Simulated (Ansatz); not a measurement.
Ansatz (an electronic-structure program) input for Si(F)(H)(SiH3)2 (FH7Si3), SMILES F[SiH]([SiH3])[SiH3], PBE/def2-SVPD. Geometry optimised at PBE0-D3(BJ)/def2-SVP. This is a generated structure with no PubChem entry under its InChIKey; it may be hypothetical.

Ansatz 0.2 input:
```yaml
crystal:
  periodic: [false, false, false]
  atoms:
    - {symbol: Si, position_ang: [-0.43003318, 0.51569267, 0.00000000]}
    - {symbol: F, position_ang: [0.42112340, 1.91627473, 0.00000000]}
    - {symbol: Si, position_ang: [0.10169458, -0.69598604, -1.93763874]}
    - {symbol: Si, position_ang: [0.10169457, -0.69598605, 1.93763873]}
    - {symbol: H, position_ang: [-1.88447593, 0.86664826, 0.00000000]}
    - {symbol: H, position_ang: [-0.20803551, 0.08767397, -3.17158084]}
    - {symbol: H, position_ang: [-0.71022857, -1.95317697, -1.93565399]}
    - {symbol: H, position_ang: [1.55195491, -1.05710141, -1.93177888]}
    - {symbol: H, position_ang: [-0.20803550, 0.08767396, 3.17158084]}
    - {symbol: H, position_ang: [-0.71022856, -1.95317698, 1.93565400]}
    - {symbol: H, position_ang: [1.55195491, -1.05710141, 1.93177888]}
basis:
  gaussian:
    orbitals: def2-SVPD
hamiltonian:
  xc: {name: PBE}
```

Output:

```
WARN ansatz: RAYON_NUM_THREADS=1 ignored (pool sized by the plan → 1); use --threads N
Functional definition: PBE
integrals: 0.09 GiB planned
1317 factors; their error is unknown
mean field: 0.54 GiB planned
mean field evaluation 1: about -26437.7878 eV, gradient 3.5e1 eV
mean field evaluation 2: about -26430.6168 eV, gradient 7.9e1 eV
mean field evaluation 4: about -26440.3551 eV, gradient 2.6e0 eV
mean field evaluation 8: about -26440.3764 eV, gradient 4.0e-2 eV
mean field evaluation 16: about -26440.3476 eV, gradient 5.0e-5 eV
mean field -26440.34759090 eV, -971.6648520541 hartree, gradient 5.0e-5 eV, S^2 0.000000; 0 other end points of the search recorded, 0 dependent functions left out
reference -26440.34764573 eV, -971.6648540694 hartree; 29, 29 occupied and 122, 122 virtual orbitals, 1317 factors
Total energy: -26440.34764573 eV, -971.6648540694 hartree
```

The run converged.

Cost: around 5 core-seconds (rough).
